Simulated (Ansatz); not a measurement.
Reaction (ligand exchange at the Se–C bond): `OC1([SeH])CC1` + `OPO` → `OP(O)[SeH]` + `OC1CC1`

Program: Ansatz. Geometries: PBE0-D4/def2-TZVP. ΔE: electronic, gas phase. CCSD(T)/CBS adds triple-zeta CCSD(T) − MP2 to the extrapolated MP2 energy (def2 sets, frozen cores). DFT in def2-TZVPP. B3LYP here is the variant with VWN-RPA as its local correlation; programs differ in this. For Se outer-core shells are correlated without core-valence functions, which leaves a few kJ/mol of doubt a bond. Scalar relativity is left out up to krypton. One conformer a species, not always the lowest.

`OC1([SeH])CC1`:

```xyz
11

O     1.122    1.110    0.494
C     0.326    0.017    0.197
Se    1.062   -1.713    0.668
C    -1.160    0.146    0.337
C    -0.506    0.164   -1.023
H     1.292    1.107    1.442
H     2.192   -1.628   -0.269
H    -1.744   -0.721    0.617
H    -1.514    1.092    0.729
H    -0.637   -0.695   -1.666
H    -0.434    1.121   -1.525
```

`OPO`:

```xyz
6

O     0.654    0.406    0.995
P     0.497   -0.478   -0.386
O    -0.750    0.226   -1.167
H     1.367    1.044    0.908
H    -0.219   -1.515    0.285
H    -1.548    0.317   -0.635
```

`OP(O)[SeH]`:

Z-matrix (Å, degrees):
```
P
O 1 1.627
Se 1 2.307 2 103.3
O 1 1.628 2 92.8 3 -102.7
H 2 0.962 1 110.5 3 -92.5
H 3 1.471 1 93.0 2 -46.8
H 4 0.963 1 110.9 2 169.6
```

`OC1CC1`:

```xyz
10

O     1.370   -1.028   -0.152
C     0.415   -0.077   -0.504
C    -0.946   -0.139    0.114
C     0.051    0.903    0.549
H     1.143   -1.855   -0.586
H     0.487    0.288   -1.527
H    -1.800    0.169   -0.475
H    -1.130   -0.955    0.803
H    -0.112    1.935    0.265
H     0.522    0.759    1.513
```

```csv
level,ΔE (kJ/mol),difference from CCSD(T)/CBS
r2SCAN-D4,-71.6,-12.0
ωB97M-V,-61.4,-1.8
r2SCAN,-72.0,-12.4
B3LYP,-68.4,-8.8
HF/def2-TZVPP,-60.6,-1.0
SCS-MP2/def2-TZVPP,-50.4,9.2
CCSD/def2-TZVPP,-52.5,7.1
CCSD(T)/def2-TZVPP,-52.6,7.0
SCS-MP2/def2-QZVPP,-54.2,5.4
CCSD/CBS(def2),-59.5,0.1
CCSD(T)/CBS,-59.6,0
```

Largest T1 diagnostic among the species: 0.013.

In def2-TZVPP, CCSD(T) changes the Hartree–Fock value by +8.0 kJ/mol (the triples alone add −0.1 kJ/mol) and MP2 by +8.7 kJ/mol.
